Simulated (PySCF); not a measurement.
Stretching CaAs

Set-up: basis Ca def2-SVPD, As def2-SVPD; no relativity; PySCF 2.14. Energies in eV from Ca + As in their ground configurations at the same level. All curves are PBE0. state 1: ⁴Σ⁻ (quartet), unpaired electrons σ ↑, π ↑↑; state 2: ²Π (doublet), unpaired electrons π ↑, a second solution, started from another occupation; state 3: Ms = 0.5 determinant of mixed spin (⟨S²⟩ near 1.8), unpaired electrons σ ↓, π ↑↑, a second solution, started from another occupation; state 4: Ms = 0.5 determinant of mixed spin (⟨S²⟩ near 1.8), unpaired electrons σ ↑, π ↑↓, a mixture of terms (⟨Lz²⟩ = 2.0), a second solution, started from another occupation.

| R (Å) | state 1 | state 2 | state 3 | state 4 |
| --- | --- | --- | --- | --- |
| 2.466 | -0.694 | -1.112 | -0.639 | -0.3437 |
| 2.580 | -1.013 | -1.200 | -0.958 | -0.6622 |
| 2.695 | -1.187 | -1.172 | -1.128 | -0.8327 |
| 2.781 | -1.247 | -1.100 | -1.184 | -0.8896 |
| 2.867 | -1.264 | -1.001 | -1.194 | -0.9013 |
| 2.953 | -1.248 | -0.882 | -1.170 | -0.8786 |
| 3.068 | -1.190 | -0.707 | -1.098 | -0.8097 |
| 3.211 | -1.081 | -0.477 | -0.967 | -0.6832 |
| 3.383 | -0.925 | -0.199 | -0.774 | -0.5001 |
| 3.612 | -0.715 | 0.155 | -0.496 | -0.2438 |

Problem. Put a parabola through the three lowest points of the state 1 curve and estimate Re, k and ωe (reduced mass 26.06 u; 1 eV/Å² = 0.16022 mdyn/Å; ωe = 1302.8·√(k/μ) cm⁻¹).

Solution. Through R = 2.781, 2.867, 2.953 Å the second-order coefficient is 2.23 eV/Å², so Re ≈ 2.868 Å, k ≈ 0.715 mdyn/Å and ωe ≈ 216 cm⁻¹. A polynomial fit of higher order to the unrounded PBE0 energies gives Re = 2.863 Å, k = 0.718 mdyn/Å, ωe = 216 cm⁻¹; anharmonicity and rounding make the difference.

The higher-order fit for each curve: state 1: Re = 2.863 Å, ωe = 216 cm⁻¹, De = 1.26 eV; state 2: Re = 2.603 Å, ωe = 289 cm⁻¹, minimum 1.20 eV below the ground-state fragments; state 3: Re = 2.847 Å, ωe = 228 cm⁻¹, minimum 1.20 eV below the ground-state fragments; state 4: Re = 2.850 Å, ωe = 226 cm⁻¹, minimum 0.90 eV below the ground-state fragments.

⟨S²⟩ is raised (CaAs 0.94), so spin contamination touches these numbers. ⟨S²⟩ of the unrestricted solution departs from its pure value on part of the curve, where spin states mix. Spin–orbit coupling is left out. The state was picked by a PBE0 search and need not be the measured ground state.
